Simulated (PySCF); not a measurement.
Name the molecule from its bond curve

A diatomic of charge +1 contains Hg. Its doublet curve at ROHF-MP2 in a double-zeta basis (scalar-relativistic core potentials, PySCF), in eV from the separated fragments:

| R (Å) | E (eV) |
| --- | --- |
| 2.024 | 0.033 |
| 2.118 | -0.468 |
| 2.212 | -0.730 |
| 2.282 | -0.818 |
| 2.353 | -0.838 |
| 2.424 | -0.809 |
| 2.518 | -0.718 |
| 2.635 | -0.549 |
| 2.776 | -0.308 |
| 2.965 | 0.028 |

The fit gives ωe = 317 cm⁻¹ and the rotational constant Bₑ = 0.1112 cm⁻¹.

Question: Which atom is the partner?

Answer: The minimum lies at 2.343 Å, so the reduced mass is 16.8576 u Å² cm⁻¹/(Bₑ·Re²) = 27.62 u. With Hg at 201.97 u the partner weighs about 32.0 u: S. The molecule is HgS⁺.

Correlated steps freeze 5 core orbitals. Spin–orbit coupling is left out. The state was picked by a PBE0 search and need not be the measured ground state.
